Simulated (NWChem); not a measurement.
System: C₄H₃FS; SMILES Fc1ccsc1

Here is an NWChem input.

```
start job
memory heap 200 mb stack 900 mb global 1100 mb
geometry units angstroms noautosym nocenter noautoz
  F     -0.257525    -2.316364     0.000000
  C     -0.065798    -1.003752     0.000000
  C      1.234047    -0.430008     0.000000
  C      1.168927     0.937137     0.000000
  S     -0.450969     1.505227     0.000000
  C     -1.084487    -0.090593     0.000000
  H      2.153937    -1.014774     0.000000
  H      1.995726     1.646139     0.000000
  H     -2.154484    -0.287059     0.000000
end
basis spherical
  * library 6-31g*
end
dft
  xc hfexch
  iterations 150
  mulliken
end
task dft energy
esp
  recalculate
  probe 0.07
  range 0.3
  factor 1.0
  spacing 0.02
end
task esp
```

Excerpt of the output:

```
             Northwest Computational Chemistry Package (NWChem) 7.3.0
             --------------------------------------------------------

                             Geometry "geometry" -> ""
                             -------------------------

 Output coordinates in angstroms (scale by  1.889725989 to convert to a.u.)

  No.       Tag          Charge          X              Y              Z
 ---- ---------------- ---------- -------------- -------------- --------------
    1 F                    9.0000    -0.25752500    -2.31636400     0.00000000
    2 C                    6.0000    -0.06579800    -1.00375200     0.00000000
    3 C                    6.0000     1.23404700    -0.43000800     0.00000000
    4 C                    6.0000     1.16892700     0.93713700     0.00000000
    5 S                   16.0000    -0.45096900     1.50522700     0.00000000
    6 C                    6.0000    -1.08448700    -0.09059300     0.00000000
    7 H                    1.0000     2.15393700    -1.01477400     0.00000000
    8 H                    1.0000     1.99572600     1.64613900     0.00000000
    9 H                    1.0000    -2.15448400    -0.28705900     0.00000000

 Effective nuclear repulsion energy (a.u.)     271.0330483857

  xc_inp: hfexch multiplicative factor not found.

                                 NWChem DFT Module
                                 -----------------

 Summary of "ao basis" -> "ao basis" (spherical)
 ------------------------------------------------------------------------------
       Tag                 Description            Shells   Functions and Types
 ---------------- ------------------------------  ------  ---------------------
 F                           6-31g*                  6       14   3s2p1d
 C                           6-31g*                  6       14   3s2p1d
 S                           6-31g*                  8       18   4s3p1d
 H                           6-31g*                  2        2   2s

            General Information
            -------------------
          SCF calculation type: DFT
          Wavefunction type:  closed shell.
          No. of atoms     :     9
          No. of electrons :    52
           Alpha electrons :    26
            Beta electrons :    26
          Charge           :     0
          Spin multiplicity:     1
          Use of symmetry is: off; symmetry adaption is: off
          Maximum number of iterations: 150
          AO basis - number of functions:    94
                     number of shells:    44
          Convergence on energy requested:  1.00D-06
          Convergence on density requested:  1.00D-05
          Convergence on gradient requested:  5.00D-04

              XC Information
              --------------
                     Hartree-Fock (Exact) Exchange  1.000

      Superposition of Atomic Density Guess
      -------------------------------------

 Sum of atomic energies:        -648.96372719

      Non-variational initial energy
      ------------------------------

 Total energy =    -652.274215
 1-e energy   =   -1431.519522
 2-e energy   =     508.212259
 HOMO         =      -0.225268
 LUMO         =       0.025117

     ---------------------------------------------
      Total Density - Mulliken Population Analysis
     ---------------------------------------------

    Atom       Charge   Shell Charges
 -----------   ------   -------------------------------------------------------
    1 F    9     9.45   2.00  0.94  3.39  1.02  2.10  0.01
    2 C    6     5.34   2.00  0.69  1.64  0.41  0.53  0.08
    3 C    6     6.35   2.00  0.74  2.00  0.54  1.04  0.04
    4 C    6     6.35   2.00  0.72  1.84  0.62  1.13  0.04
    5 S   16    15.71   2.00  2.00  5.98  1.32  2.88  0.46  1.00  0.07
    6 C    6     6.53   2.00  0.72  1.93  0.63  1.22  0.03
    7 H    1     0.77   0.46  0.31
    8 H    1     0.75   0.46  0.30
    9 H    1     0.75   0.45  0.30

   convergence    iter        energy       DeltaE   RMS-Dens  Diis-err
 ---------------- ----- ----------------- --------- --------- ---------
 d= 0,ls=0.0,diis     1   -650.0599424767 -9.21D+02  6.42D-03  4.35D-01
 d= 0,ls=0.0,diis     2   -650.1215812477 -6.16D-02  2.14D-03  7.15D-02
 d= 0,ls=0.0,diis     3   -650.1295449995 -7.96D-03  1.12D-03  9.27D-03
 d= 0,ls=0.0,diis     4   -650.1309779822 -1.43D-03  2.86D-04  3.55D-04
 d= 0,ls=0.0,diis     5   -650.1310744171 -9.64D-05  1.31D-04  6.39D-05
  Resetting Diis
 d= 0,ls=0.0,diis     6   -650.1310972870 -2.29D-05  8.49D-05  9.47D-06
 d= 0,ls=0.0,diis     7   -650.1311035814 -6.29D-06  2.12D-05  1.57D-06
 d= 0,ls=0.0,diis     8   -650.1311041485 -5.67D-07  9.48D-06  5.23D-07

         Total DFT energy =     -650.131104148501
      One electron energy =    -1433.667448510246
           Coulomb energy =      569.469263938445
    Exchange-Corr. energy =      -56.965967962420
 Nuclear repulsion energy =      271.033048385720

 Numeric. integr. density =        0.000000000000

                       DFT Final Molecular Orbital Analysis
                       ------------------------------------

 Vector   24  Occ=2.000000D+00  E=-4.871862D-01
              MO Center= -2.6D-01,  1.2D+00, -3.2D-15, r^2= 2.7D+00
   Bfn.  Coefficient  Atom+Function         Bfn.  Coefficient  Atom+Function
  ----- ------------  ---------------      ----- ------------  ---------------
    64      0.506143  5 S  py                66      0.335882  5 S  s
    63     -0.248186  5 S  px                62      0.206898  5 S  s
    78     -0.202535  6 C  py                60     -0.192540  5 S  py
    32      0.169511  3 C  py                45      0.167096  4 C  px
    46     -0.165280  4 C  py                68      0.161879  5 S  py

 Vector   25  Occ=2.000000D+00  E=-3.509408D-01
              MO Center=  2.4D-01,  5.1D-01,  8.7D-16, r^2= 3.0D+00
   Bfn.  Coefficient  Atom+Function         Bfn.  Coefficient  Atom+Function
  ----- ------------  ---------------      ----- ------------  ---------------
    65      0.498529  5 S  pz                33     -0.326101  3 C  pz
    69      0.315285  5 S  pz                37     -0.283303  3 C  pz
    61     -0.184504  5 S  pz                19     -0.159832  2 C  pz
    47     -0.155045  4 C  pz                51     -0.134008  4 C  pz
    23     -0.113559  2 C  pz                 5      0.091091  1 F  pz

 Vector   26  Occ=2.000000D+00  E=-3.315802D-01
              MO Center= -1.1D-01,  5.0D-02, -9.7D-16, r^2= 2.8D+00
   Bfn.  Coefficient  Atom+Function         Bfn.  Coefficient  Atom+Function
  ----- ------------  ---------------      ----- ------------  ---------------
    79      0.344658  6 C  pz                83      0.331319  6 C  pz
    19      0.291457  2 C  pz                47     -0.285144  4 C  pz
    51     -0.267219  4 C  pz                65     -0.201537  5 S  pz
    23      0.198199  2 C  pz                 5     -0.149270  1 F  pz
     9     -0.137701  1 F  pz                69     -0.133916  5 S  pz

 Vector   27  Occ=0.000000D+00  E= 1.216448D-01
              MO Center=  2.5D-01,  4.0D-01, -9.3D-16, r^2= 3.4D+00
   Bfn.  Coefficient  Atom+Function         Bfn.  Coefficient  Atom+Function
  ----- ------------  ---------------      ----- ------------  ---------------
    51      0.609095  4 C  pz                83      0.495785  6 C  pz
    69     -0.437861  5 S  pz                37     -0.382834  3 C  pz
    47      0.332312  4 C  pz                65     -0.279018  5 S  pz
    79      0.279506  6 C  pz                23     -0.234522  2 C  pz
    33     -0.208371  3 C  pz                19     -0.180718  2 C  pz

[...]

                     NWChem Electrostatic Potential Fit Module
                     -----------------------------------------

 Atom parameters

 Number of atoms is                                    9
 Number of basis functions is                         94

 Grid parameters

 Maximum number of grid points is                  36260
 Number of grid points is                          36259
 Grid range                                     0.300000 nm
 Grid spacing                                   0.020000 nm
 Probe radius                                   0.070000 nm
 Atom radius factor                             1.000000

 Atomic radii

    1    0.100000
    6    0.147000
    9    0.128000
   16    0.174000
 FASTESP  F
  using M.O. file = ./job.movecs

    Atom              Coordinates                           Charge

                                                  ESP

    1 F    -0.025753   -0.231636    0.000000   -0.248837
    2 C    -0.006580   -0.100375    0.000000    0.429466
    3 C     0.123405   -0.043001    0.000000   -0.262400
    4 C     0.116893    0.093714    0.000000   -0.176441
    5 S    -0.045097    0.150523    0.000000    0.017436
    6 C    -0.108449   -0.009059    0.000000   -0.354653
    7 H     0.215394   -0.101477    0.000000    0.173360
    8 H     0.199573    0.164614    0.000000    0.196096
    9 H    -0.215448   -0.028706    0.000000    0.225972
                                            ------------
                                                0.000000

 Dipole moment                                  0.534878

 Quadrupole moment Qxx                         11.339673
                   Qyy                         -6.442247
                   Qzz                         -4.897426

 RMS deviation kJ/mol                           0.091895

 RRMS %                                        48.136181
```

Level: Hartree-Fock/6-31G* (spherical d). All runs use the structure optimised with PBE0/def2-SVP.
